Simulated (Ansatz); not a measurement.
Geometry optimisation, DFT PBE, scalar-relativistic, plane waves, PAW in Ansatz 0.2.0.

Input:

```yaml
crystal:
  lattice:
    - [6.62, 0.0, 0.0]
    - [3.31, 5.733088, 0.0]
    - [0.0, 0.0, 17.27614]
  atoms:
    - { symbol: Sc, position: [0.0, 0.0, 0.0578833] }
    - { symbol: Sc, position: [0.5, 0.0, 0.0578833] }
    - { symbol: Sc, position: [0.0, 0.5, 0.0578833] }
    - { symbol: Sc, position: [0.5, 0.5, 0.0578833] }
    - { symbol: Sc, position: [-0.1666667, 0.3333333, 0.2105835] }
    - { symbol: Sc, position: [0.3333333, 0.3333333, 0.2105835] }
    - { symbol: Sc, position: [-0.1666667, 0.8333333, 0.2105835] }
    - { symbol: Sc, position: [0.3333333, 0.8333333, 0.2105835] }
    - { symbol: Sc, position: [0.0, 0.0, 0.3632837] }
    - { symbol: Sc, position: [0.5, 0.0, 0.3632837] }
    - { symbol: Sc, position: [0.0, 0.5, 0.3632837] }
    - { symbol: Sc, position: [0.5, 0.5, 0.3632837] }
    - { symbol: C, position: [0.3405827, 0.329458, 0.4599488] }
    - { symbol: H, position: [0.2168591, 0.2785043, 0.4807868] }
    - { symbol: H, position: [0.5156069, 0.2063173, 0.4807868] }
    - { symbol: H, position: [0.2904834, 0.504047, 0.4807868] }
basis:
  ecutwfc: 420.0
kpoints:
  mp_grid: { grid: [3, 3, 1] }
hamiltonian:
  xc: pbe
scf:
  occupations: { method: gaussian, width: 0.05 }
  lower_state_search: "off"
relax:
  f_tol: 0.03
  max_steps: 60
  adjacent_minimum: "off"
  constraints: [{ sites: [0, 1, 2, 3] }]
```

Launched with:

```bash
$ ansatz run input.yaml --threads 4 --pin off --max-ram 10240MiB --backend cpu --events-out ev --progress --plain --runs-dir out
```

Q: Where does it end, and by what steps?

A: The run converged. The force dipped under the threshold on the way, but the program's further checks kept it going. Limits of this set-up: coarse k mesh, thin slab, slab without dipole correction, odd electron count without spin, a typed lattice constant that wasn't relaxed here. After 12 steps the energy has fallen by 0.327 eV; H15 moved furthest, 0.82 Å.

```tsv
step	energy less start (eV)	largest force component (eV/Å)	accepted
0	0.0000	1.474	yes
1	-0.1935	0.463	yes
2	-0.2588	0.142	yes
3	-0.2694	0.122	yes
4	-0.2754	0.413	yes
5	-0.3077	0.048	yes
6	-0.3078	0.047	yes
7	-0.3227	0.019	yes
8	-0.3057	0.563	no
9	-0.3254	0.146	yes
10	-0.3262	0.087	yes
11	-0.3269	0.004	yes
12	-0.3269	0.004	yes
```

```xyz
16
Lattice="6.6200 0.0000 0.0000 3.3100 5.7331 0.0000 0.0000 0.0000 17.2761" Properties=species:S:1:pos:R:3
Sc 0.000 0.000 1.000
Sc 3.310 0.000 1.000
Sc 1.655 2.867 1.000
Sc 4.965 2.867 1.000
Sc 0.000 1.918 3.523
Sc 3.310 1.911 3.489
Sc 1.649 4.774 3.523
Sc 4.971 4.774 3.523
Sc 0.000 0.000 5.942
Sc 3.310 0.073 6.097
Sc 1.718 2.829 6.097
Sc 4.901 2.830 6.097
C 3.310 1.911 7.827
H 2.436 2.400 8.318
H 3.324 0.909 8.317
H 4.172 2.423 8.317
```

Whether the end is a true minimum wasn't checked by a vibrational analysis.

Run time: 80 s on 4 threads of Arm Neoverse V2, on a shared host, peak memory 1.4 GiB.
